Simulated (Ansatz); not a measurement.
CH$_{2}$AlFOSeSi (`O=[C]1[AlH][Se][SiH]1F`). The species carries charge 0 and has multiplicity 1.

Cartesian coordinates in Å:
```
O -1.763 -1.414 0.396
C -0.810 -0.768 0.066
Al 0.566 -0.794 -1.457
Se 1.510 1.181 -0.654
Si -0.082 0.845 0.930
F 0.554 0.513 2.358
H 0.992 -1.582 -2.762
H -0.968 2.019 1.125
```

What are the harmonic wavenumbers in cm⁻¹ at PBE0-D4/def2-TZVP (Ansatz, finite differences of forces, unscaled)? (An estimate is asked.)

Computed: 39, 133, 193, 269, 273, 338, 364, 420, 425, 489, 532, 692, 712, 806, 895, 1762, 1934, 2227.

Is this a minimum?

Yes, all 18 modes are real.

Give the ideal-gas thermochemistry at 298.15 K and 1 bar (rigid rotor, harmonic oscillator; point group C1, symmetry number 1).

Zero-point energy 74.8 kJ/mol; H(298) − E = 98.1 kJ/mol; entropy 379.6 J/(mol·K), of which translation 173.8, rotation 122.4, vibration 83.3; G(298) − E = -15.1 kJ/mol. Modes under 100 cm⁻¹ are hindered rotations or soft bends, so the harmonic entropy is rough.
